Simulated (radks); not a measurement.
Radial electron density D(r) = 4 pi r^2 rho(r) of an atom or ion with 6 electrons. Method: scalar-relativistic Kohn-Sham, PBE, spin-polarised, spherical densities, point nucleus; computed with a radial shooting solver on a logarithmic mesh with Libxc functionals.

r (bohr)  D(r) (e/bohr)  spin D(r)
0.01923           1.089  -0.000120
0.02349           1.517  -0.000104
0.02892           2.107   7.28e-07
0.03533           2.835   0.000304
0.04349           3.770    0.00109
0.05312           4.822    0.00280
0.06489           5.964    0.00641
0.07989           7.125     0.0141
0.09758           8.039     0.0285
0.1201            8.554     0.0568
0.1467            8.438      0.106
0.1807            7.604      0.192
0.2207            6.248      0.326
0.2695            4.703      0.525
0.3318            3.397      0.810
0.4053            2.813       1.15
0.499             2.970       1.53
0.6095            3.527       1.82
0.7504            3.953       1.92
0.9166            3.784       1.75
1.119             2.999       1.36
1.378             1.874      0.851
1.684            0.9315      0.432
2.073            0.3361      0.163
2.532           0.09067     0.0473
3.117           0.01528    0.00880
3.807          0.001699    0.00109

What is the nuclear charge?

Answer. Z = 8. The innermost maximum, from 1s, lies near gamma/Z bohr with gamma = sqrt(1 - (Z/c)^2) = 0.998, here 0.125 bohr (found: 0.128), and its height grows with Z. The density is that of the oxygen ion O2+ in [He] 2s2 2p2; the configuration itself is not fixed sharply by these data. D(r) has 2 maxima, at r = 0.128, 0.787 bohr, and minima at 0.429 bohr, inside which lie 2.17 electrons.
